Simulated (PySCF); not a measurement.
C4H5Br, SMILES C=C/C=C/Br.

The structure is a stationary point at B3LYP-D3(BJ)/def2-SVP. One conformer was computed; it need not be the lowest.

Two levels are set side by side: TDDFT-PBE/def2-SVPD (PySCF) and TDDFT-M06-2X/def2-SVPD (PySCF). Vertical, same geometry. The lowest singlet is HOMO→LUMO 87 % with PBE and HOMO→LUMO 99 % with the other functional; states are paired by order. Differences are taken from unrounded values.

```csv
quantity,TDDFT-M06-2X,TDDFT-PBE,TDDFT-PBE minus TDDFT-M06-2X
lowest singlet excitation (eV),5.46,4.84,-0.62
lowest triplet excitation (TDA) (eV),3.33,2.96,-0.37
first bright state (f over 0.05) (eV),5.46,4.84,-0.62
its oscillator strength,0.75,0.54,-0.21
```

A lower first singlet is the usual sign of a functional without exact exchange. Differences between two approximate levels are no errors against the true value.

Rough cost on one machine, each run with all the roots and properties that it gave: TDDFT-M06-2X against TDDFT-PBE about 20 times.
